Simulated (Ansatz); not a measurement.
Calculated with Ansatz (gas phase, PBE0-D4/def2-TZVP geometries, no zero-point term in ΔE). CCSD(T)/CBS is the MP2 limit (def2-TZVPP, def2-QZVPP) plus CCSD(T) − MP2 in def2-TZVPP, frozen cores. DFT in def2-TZVPP. B3LYP here is the variant with VWN-RPA as its local correlation; programs differ in this. For Se outer-core shells are correlated without core-valence functions, which leaves a few kJ/mol of doubt a bond. Scalar relativity is left out up to krypton. One conformer a species, not always the lowest.

Consider the ligand exchange at a B–Se bond: `B[Se]CC` + `CNCF` → `BN(C)CF` + `CC[SeH]`.

Question: Is it downhill or uphill in electronic energy at CCSD(T)/CBS, and by how much? (An estimate is asked.)

Answer: Computed: Downhill: ΔE = -42.6 kJ/mol.

Question: What do these levels give: PBE-D4, ωB97X-V, ωB97M-V, B3LYP, HF/def2-TZVPP, CCSD/CBS(def2)? (Estimate.)

Answer: The calculation gave: PBE-D4 -36.9, ωB97X-V -45.8, ωB97M-V -47.9, B3LYP -45.7, HF/def2-TZVPP -50.9, CCSD/CBS(def2) -44.3 kJ/mol.

Largest T1 diagnostic among the species: 0.012.

From PBE to PBE0 (25 % exact exchange), in def2-TZVPP and without D4, ΔE moves by −3.4 kJ/mol. In def2-TZVPP, CCSD(T) changes the Hartree–Fock value by +5.6 kJ/mol (the triples alone add +1.7 kJ/mol) and MP2 by +7.5 kJ/mol.
